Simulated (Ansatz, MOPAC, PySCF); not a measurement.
Dimer: H4Sn (SMILES [SnH4]) (first 5 atoms) with HF (SMILES F); geometry from B3LYP-D3(BJ)/def2-TZVP.
(charge 0, multiplicity 1):
```xyz
7

Sn     0.1492     0.2715     0.1369
H     -1.4909     0.3175    -0.3203
H      0.3453    -0.9630     1.3251
H      1.1387    -0.1504    -1.1863
H      0.6431     1.7522     0.8185
F     -1.0315    -0.6941     3.5441
H     -0.4964    -0.9005     2.8090
```

Monomers are frozen at their geometry in the pair; levels with a basis set take the counterpoise correction.

The state reached by AM1 isn't checked.

Programs: Ansatz (Gaussian basis) for Hartree–Fock, density functionals and correlated methods; MOPAC for AM1 (differences of heats of formation); PySCF for the dispersion terms. Each number belongs to the level named beside it. In def2 rows elements past Kr take small-core potentials, without spin–orbit coupling.

**Question.** One of these levels gives -9.1 kJ/mol for the interaction energy. Which?
A) HF/def2-SVPD
B) PBE0/def2-TZVPPD
C) AM1
D) B3LYP-D3(BJ)/def2-TZVPPD

**Answer.** B, PBE0/def2-TZVPPD. The others give 15.3 (AM1), -0.8 (HF/def2-SVPD), -11.5 (B3LYP-D3(BJ)/def2-TZVPPD)

Ansatz is a quantum-chemistry and plane-wave program.
